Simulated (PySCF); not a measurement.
Ga(Br)2(OH) (Br2GaHO), SMILES [OH][Ga]([Br])[Br]. The structure is a stationary point at PBE-D3(BJ)/def2-SVP. The structure was generated by enumeration; whether it is a known compound was not checked. The values are those of a single conformer.

**Question.** Give the equilibrium geometry at PBE-D3(BJ)/def2-SVP (PySCF confirms it by a frequency run) as Cartesian coordinates in Å, and its point group. (The exact figures need the calculation; the answer reports its results.)

**Answer.** One answer among several that fit: point group Cs.
```xyz
5

Ga     0.5590     0.0071     0.0000
Br    -0.5636    -1.9936     0.0000
Br    -0.5460     1.9987     0.0000
O      2.3482     0.0560     0.0000
H      2.7222    -0.8465     0.0000
```
Charge 0, spin multiplicity 1.
